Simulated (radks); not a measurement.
The numbers below are computed, except where a source is named.
Polarisability of the boron ion B2+, [He] 2s1, at imaginary frequency. Code: a radial shooting solver on a logarithmic mesh with Libxc functionals. Model: non-relativistic Kohn-Sham, PBE, spin-unpolarised, spherical densities, point nucleus; without spin polarisation the odd electron is poorly described. Response by self-consistent Sternheimer equations with the Hartree and adiabatic LDA kernel.

| w (hartree) | alpha1(iw) (bohr^3) | alpha2(iw) (bohr^5) |
|---|---|---|
| 0.00266 | 6.146 | 8.045 |
| 0.0143 | 6.128 | 8.043 |
| 0.0360 | 6.033 | 8.031 |
| 0.0697 | 5.742 | 7.993 |
| 0.118 | 5.119 | 7.897 |
| 0.186 | 4.127 | 7.688 |
| 0.280 | 2.959 | 7.278 |
| 0.413 | 1.914 | 6.547 |
| 0.605 | 1.153 | 5.406 |
| 0.892 | 0.6612 | 3.916 |
| 1.35 | 0.3588 | 2.383 |
| 2.12 | 0.1802 | 1.179 |
| 3.59 | 0.08148 | 0.4592 |
| 6.94 | 0.03136 | 0.1307 |
| 17.5 | 0.007491 | 0.02157 |

Static values: alpha1 = 6.147 bohr^3 (0.9108 angstrom^3; uncoupled 8.094), alpha2 = 8.045 bohr^5, alpha3 = 35.69 bohr^7. C6 = 7.831, C8 = 79.79, triple-dipole C9 = 35.12 atomic units. One-pole (London) frequency 4 C6 / (3 alpha1^2) = 0.276 hartree, against 1.156 for minus the highest occupied eigenvalue.
